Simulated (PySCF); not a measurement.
H₄BO₃, charge +1, singlet, at a GFN2-xTB geometry; MP2/6-311++G** (PySCF).

The PySCF input:
```python
from pyscf import gto, scf, mp

mol = gto.M(
    atom='''
O     0.94125156   -0.94343766   -0.27587590
B     0.16783123    0.07930902   -0.02149367
O     0.41422978    1.35004150    0.03855453
O    -1.26136055   -0.43334826    0.26131813
H     1.88698970   -0.85838621   -0.41413059
H    -0.15142388    2.07765955    0.29507508
H    -1.30328516   -1.40441468    0.18719957
H    -2.02440304    0.00255155   -0.15264982
''',
    basis='6-311++g**',
    charge=1,
    verbose=4,
)

mf = scf.RHF(mol)
mf.kernel()

pt = mp.MP2(mf, frozen=4)
pt.kernel()
print('E(MP2) = %.10f' % pt.e_tot)
mf.analyze()
```

**Question.** Predict the main parts of the log of this PySCF run.

**Answer.** 
```
PySCF version 2.14.0

[INPUT] verbose = 4
[INPUT] num. atoms = 8
[INPUT] num. electrons = 32
[INPUT] charge = 1
[INPUT] spin (= nelec alpha-beta = 2S) = 0
[INPUT] symmetry False subgroup None
[INPUT] Mole.unit = angstrom
[INPUT] Symbol           X                Y                Z      unit          X                Y                Z       unit  Magmom
[INPUT]  1 O      0.941251560000  -0.943437660000  -0.275875900000 AA    1.778707662720  -1.782838793001  -0.521329895368 Bohr   0.0
[INPUT]  2 B      0.167831230000   0.079309020000  -0.021493670000 AA    0.317155059849   0.149872327008  -0.040617149712 Bohr   0.0
[INPUT]  3 O      0.414229780000   1.350041500000   0.038554530000 AA    0.782780836839   2.551208691797   0.072857502561 Bohr   0.0
[INPUT]  4 O     -1.261360550000  -0.433348260000   0.261318130000 AA   -2.383625983831  -0.818909527957   0.493819697083 Bohr   0.0
[INPUT]  5 H      1.886989700000  -0.858386210000  -0.414130590000 AA    3.565893732875  -1.622114846003  -0.782593394905 Bohr   0.0
[INPUT]  6 H     -0.151423880000   2.077659550000   0.295075080000 AA   -0.286149661919   3.926207529587   0.557611087384 Bohr   0.0
[INPUT]  7 H     -1.303285160000  -1.404414680000   0.187199570000 AA   -2.462852014610  -2.653959110519   0.353755917936 Bohr   0.0
[INPUT]  8 H     -2.024403040000   0.002551550000  -0.152649820000 AA   -3.825567311337   0.004821730693  -0.288466352764 Bohr   0.0

nuclear repulsion = 124.272395469752
number of shells = 60
number of NR pGTOs = 176
number of NR cGTOs = 116
basis = 6-311++g**
ecp = {}

******** <class 'pyscf.scf.hf.RHF'> ********
method = RHF
initial guess = minao
damping factor = 0
level_shift factor = 0
DIIS = <class 'pyscf.scf.diis.CDIIS'>
diis_start_cycle = 1
diis_space = 8
diis_damp = 0
SCF conv_tol = 1e-09
SCF conv_tol_grad = None
SCF max_cycles = 50
direct_scf = True
direct_scf_tol = 1e-13
Set gradient conv threshold to 3.16228e-05
Initial guess from minao.
init E= -252.537929285149
  HOMO = -0.504657548462212  LUMO = -0.00296956754158018  gap/eV = 13.65163
cycle= 1 E= -251.47084863068  delta_E= 1.07  |g|= 0.644  |ddm|= 2.18
  HOMO = -0.688134579665753  LUMO = -0.146312275282753  gap/eV = 14.74374
cycle= 2 E= -251.547553838122  delta_E= -0.0767  |g|= 0.296  |ddm|= 0.746
  HOMO = -0.745276022677722  LUMO = -0.135602716405835  gap/eV = 16.59006
cycle= 3 E= -251.561668117338  delta_E= -0.0141  |g|= 0.0657  |ddm|= 0.197
  HOMO = -0.729135355542862  LUMO = -0.132194998867678  gap/eV = 16.24357
cycle= 4 E= -251.562605112754  delta_E= -0.000937  |g|= 0.0104  |ddm|= 0.054
  HOMO = -0.729842610217336  LUMO = -0.132031544257178  gap/eV = 16.26727
cycle= 5 E= -251.562643322288  delta_E= -3.82e-05  |g|= 0.00349  |ddm|= 0.013
  HOMO = -0.729637876889317  LUMO = -0.132116351261406  gap/eV = 16.25939
cycle= 6 E= -251.562647014178  delta_E= -3.69e-06  |g|= 0.00124  |ddm|= 0.00432
  HOMO = -0.729503883961652  LUMO = -0.132075696100017  gap/eV = 16.25685
cycle= 7 E= -251.562647628334  delta_E= -6.14e-07  |g|= 0.000316  |ddm|= 0.00185
  HOMO = -0.729520487976608  LUMO = -0.132080163209672  gap/eV = 16.25718
cycle= 8 E= -251.5626476812  delta_E= -5.29e-08  |g|= 8.85e-05  |ddm|= 0.000575
  HOMO = -0.729498303437008  LUMO = -0.132078019131868  gap/eV = 16.25663
cycle= 9 E= -251.562647685008  delta_E= -3.81e-09  |g|= 2.1e-05  |ddm|= 0.000164
  HOMO = -0.729496321365961  LUMO = -0.132078035100186  gap/eV = 16.25658
cycle= 10 E= -251.56264768516  delta_E= -1.52e-10  |g|= 9.12e-06  |ddm|= 4.32e-05
  HOMO = -0.729495894962167  LUMO = -0.132078142316722  gap/eV = 16.25657
Extra cycle  E= -251.562647685176  delta_E= -1.63e-11  |g|= 5.71e-06  |ddm|= 1.31e-05
converged SCF energy = -251.562647685176

******** <class 'pyscf.mp.mp2.RMP2'> ********
nocc = 12, nmo = 112
frozen orbitals 4
E(RMP2) = -252.252208567826  E_corr = -0.689560882649568
E(SCS-RMP2) = -252.231893423551  E_corr = -0.669245738374706
E_corr(same-spin) = -0.182569985543972
E_corr(oppo-spin) = -0.506990897105596
E(MP2) = -252.2522085678
**** SCF Summaries ****
Total Energy =                        -251.562647685175932
Nuclear Repulsion Energy =             124.272395469751629
One-electron Energy =                 -584.683342232458244
Two-electron Energy =                  208.848299077530669
Two-electron Coulomb Energy =          238.789050864628138
DFT Exchange-Correlation Energy =      -29.940751787097469
HOMO-LUMO gap [eV] =                    16.256565082436072
**** MO energy ****
MO #1   energy= -20.9230323585512  occ= 2
MO #2   energy= -20.7947787343704  occ= 2
MO #3   energy= -20.7894304590367  occ= 2
MO #4   energy= -7.93705321293488  occ= 2
MO #5   energy= -1.72401498904317  occ= 2
MO #6   energy= -1.61546572509     occ= 2
MO #7   energy= -1.59122023637253  occ= 2
MO #8   energy= -1.09030450185372  occ= 2
MO #9   energy= -1.06039749839584  occ= 2
MO #10  energy= -1.00798916089528  occ= 2
MO #11  energy= -0.967615496454872 occ= 2
MO #12  energy= -0.888481213452426 occ= 2
MO #13  energy= -0.802292777428139 occ= 2
MO #14  energy= -0.797654264305781 occ= 2
MO #15  energy= -0.774150178092146 occ= 2
MO #16  energy= -0.729495894962167 occ= 2
MO #17  energy= -0.132078142316722 occ= 0
MO #18  energy= -0.0825196371995346 occ= 0
MO #19  energy= -0.0750542041575031 occ= 0
MO #20  energy= -0.0636253130298937 occ= 0
MO #21  energy= -0.0485097282854801 occ= 0
MO #22  energy= -0.0324268684154676 occ= 0
MO #23  energy= -0.0214328385753505 occ= 0
MO #24  energy= -0.00171446391881919 occ= 0
 ** Mulliken pop on meta-lowdin orthogonal AOs  **
 ** Mulliken pop  **
 ** Mulliken atomic charges  **
charge of    0O =     -0.53908
charge of    1B =      0.77593
charge of    2O =     -0.51554
charge of    3O =     -0.41634
charge of    4H =      0.41543
charge of    5H =      0.40634
charge of    6H =      0.44124
charge of    7H =      0.43203

WARN: System has nonzero charge 1; the dipole moment is origin-dependent.
Location of origin: [0. 0. 0.]

Dipole moment(X, Y, Z, Debye): -3.94776, -0.22271, -0.14205
```
